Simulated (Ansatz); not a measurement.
C6H19N3OZr, SMILES `C[N](C)[Zr]([OH])([N](C)C)[N](C)C` from Hartree–Fock to CCSD(T)

Z-matrix (Å, degrees):
```
Zr
O 1 1.955
N 1 2.043 2 111.8
N 1 2.045 2 111.7 3 120.0
C 1 3.167 2 124.5 3 138.2
C 1 2.987 2 93.1 3 -17.8
N 1 2.044 2 113.0 3 -119.8
C 1 2.972 2 95.3 3 -139.4
C 1 3.171 2 123.7 3 18.6
C 1 2.997 2 92.6 3 103.0
C 1 3.182 2 123.6 3 -100.7
H 2 0.951 1 170.2 3 118.7
H 5 1.102 1 122.2 2 21.3
H 5 1.092 1 80.9 2 126.9
H 5 1.101 1 124.9 2 -127.8
H 6 1.097 1 73.5 2 -44.0
H 6 1.101 1 126.7 2 -143.2
H 6 1.101 1 123.7 2 55.8
H 8 1.101 1 124.1 2 52.1
H 8 1.101 1 126.6 2 -145.9
H 8 1.098 1 72.9 2 -47.2
H 9 1.101 1 125.0 2 -129.6
H 9 1.092 1 81.2 2 124.8
H 9 1.101 1 121.9 2 19.1
H 10 1.101 1 126.3 2 -141.3
H 10 1.097 1 73.8 2 -41.6
H 10 1.101 1 124.0 2 58.3
H 11 1.092 1 81.7 2 120.2
H 11 1.101 1 122.0 2 14.2
H 11 1.101 1 124.6 2 -133.9
```

Charge 0, multiplicity 1. Correlated methods include outer-core shells of Zr, which these sets cover unevenly. Zr: def2 effective core potential. All single points use the PBE0-D4/def2-TZVP geometry. It is one conformer, not always the lowest. Frozen core, restricted reference, the Gaussian-basis code of Ansatz.

```csv
basis,HF (Eh),MP2 corr.
def2-SVP,-522.78070,-1.83420
def2-TZVPP,-523.32920,-2.31062
def2-QZVPP,-523.35625,-2.48980
```

Task: Estimate the CCSD correlation energy and the (T) correction in each basis where they were run (hartree).

Result: 
```
     basis  CCSD corr.       (T)
  def2-SVP    -1.94033  -0.06396
def2-TZVPP    -2.38491  -0.10248
```
